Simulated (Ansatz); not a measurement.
Species: C4H5GeS (charge 0, doublet). SMILES: c1ccs[c]1[GeH2]
Geometry from a B3LYP-D3(BJ)/def2-TZVP (Ansatz, an electronic-structure program) optimisation:
```
C
C 1 1.3805
H 2 1.0812 1 122.80
C 2 1.4152 3 123.55 1 179.58
C 4 1.3689 2 112.52 3 179.64
H 5 1.0779 4 127.98 2 179.29
H 4 1.0805 5 123.40 6 -0.42
S 5 1.7149 6 120.62 4 179.00
Ge 1 1.9298 2 127.26 3 -4.96
H 9 1.5460 1 110.07 2 155.26
H 9 1.5467 10 111.52 1 120.57
```
Charge 0, spin multiplicity 2.

Wanted: size of the dipole moment, in D. Terms: LANL2DZ with its own core potentials from Na on; 6-31G* and kin with 6d, 5d where marked; dispersion terms only where a functional's name holds one; spin-orbit terms left out; UHF or UKS for open shells; non-relativistic. Ab initio and DFT rows: single points at B3LYP-D3(BJ) geometries (Ansatz).

| level | program | size of the dipole moment (D) |
|---|---|---|
| B3LYP/STO-3G | Ansatz | 0.52 |
| B3LYP/3-21G | Ansatz | 1.22 |
| B3LYP/LANL2DZ | Ansatz | 1.15 |
| B3LYP/6-31G | Ansatz | 1.39 |
| B3LYP/6-31G* | Ansatz | 1.34 |
| B3LYP/6-31G** | Ansatz | 1.31 |
| B3LYP/def2-SVP | Ansatz | 1.08 |
| B3LYP/6-31G* with LANL2DZ past Ar | Ansatz | 1.29 |

No value to compare with is used here. The 8 habitual levels span 0.52 (B3LYP/STO-3G) to 1.39 D (B3LYP/6-31G).

The sets are all those run for this method; left out are runs that failed, that the program found above a lower state of the same kind, or whose <S^2> lies over 0.5 above the pure value.
